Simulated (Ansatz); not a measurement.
ReS2⁺, relaxed as a singlet with RKS PBE0-D4/def2-TZVP in Ansatz, starting from the GFN2-xTB geometry. Force threshold 0.02 eV/Å.

In the def2 sets Re takes a core potential; there is no spin–orbit coupling. The restricted singlet is unstable towards broken spin symmetry in Hartree–Fock (as tested in another run); at PBE0-D4/def2-TZVP this wasn't settled. The relaxation made no stability test and no search for a lower SCF solution. No other spin state of charge 1 was run. Another isomer (triplet) lies 3.82 eV lower at PBE0-D4/def2-TZVP; other spin states weren't run for this one.

Start:

```xyz
3

Re   -0.414   -1.600   -0.898
S    -0.434    0.075    0.462
S     0.847    1.526    0.436
```

Task: Estimate the energy that the relaxation releases and the steps that it takes.

Result: 0.84 eV, in 6 steps; 5.5 s on 4 threads of Arm Neoverse V2 on a shared host. No frequencies were taken in this run, so the end may be a saddle point.

Task: Does the start keep its bonding and symmetry?

Result: By distances, no bond broke or formed. The bond that changes most is Re1–S2, from 2.16 to 1.97 Å (atoms count from 1). Point group Cs at the start, C∞v at the end, both within 0.05 Å.

Task: Predict the relaxed structure.

Result: 
Cartesian coordinates in Å:
```
Re -0.6718 -1.6608 -0.7070
S 0.0146 0.0379 0.0168
S 0.6572 1.6228 0.6902
```
Bond lengths: 1 × Re–S 1.97 Å; 1 × S–S 1.84 Å.
